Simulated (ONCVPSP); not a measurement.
**Cutoff test, Cd, ONCV**

| Property | Result |
| --- | --- |
| Element | Cd |
| Generator | ONCVPSP 4.0.1 |
| Type | optimised norm-conserving Vanderbilt (ONCV) |
| Functional | LDA (Perdew-Zunger) |
| Relativity | fully relativistic |
| Frozen core | [Ar] 3d10 |
| Valence charge | 20 |
| Reference configuration | 4s2 4p6 4d10 (charge +2) |
| Partial waves | 4s: rc 1.30 bohr, ncon 4, nbas 8, qcut 10.5 1/bohr, 2 projectors, debl 3.7 Ha; 4p: rc 1.30 bohr, ncon 3, nbas 7, qcut 9 1/bohr, 2 projectors, debl 2.1 Ha; 4d: rc 1.55 bohr, ncon 4, nbas 9, qcut 11.2 1/bohr, 2 projectors, debl 1.6 Ha |
| Local potential | polynomial inside 1.25 bohr (lpopt 5, dvloc0 1 Ha) |
| Core correction | none |

Open shells are filled in proportion to 2j + 1.

In the s channel the program set the typed energies aside and used -4.586, 0.250 Ha. In the p channel the program set the typed energies aside and used -3.093, 0.250 Ha (j = l + 1/2; the other j can differ).

Question: For each optimised wave give the share of its norm inside rc, the residual kinetic energy above qcut (Ha) and the cutoffs (Ha) for errors of 10, 1, 0.1 and 0.01 mHa per electron.

Answer:

```
               wave  norm inside rc  residual KE  10 mHa  1 mHa  0.1 mHa  0.01 mHa
                 4s           0.911      4.6e-07    30.7   38.4     44.5      49.3
      s projector 2           0.032      4.0e-07    23.9   34.0     42.0      48.0
           4p j=3/2           0.839      1.2e-05    15.1   19.8     33.5      44.8
p projector 2 j=3/2           0.028      5.9e-06    11.9   16.3     30.3      38.8
           4p j=1/2           0.862      9.2e-06    16.4   20.1     31.2      40.2
p projector 2 j=1/2           0.028      5.6e-06    12.7   17.3     25.6      38.4
           4d j=5/2           0.754      1.0e-08    28.8   37.0     44.0      50.1
d projector 2 j=5/2           0.046      3.0e-09    22.2   31.6     39.8      46.6
           4d j=3/2           0.764      1.1e-08    29.2   37.4     44.4      50.4
d projector 2 j=3/2           0.046      3.5e-09    22.5   32.0     40.1      46.9
```

The occupied waves need 38 Ha and 45 Ha for 1 and 0.1 mHa.
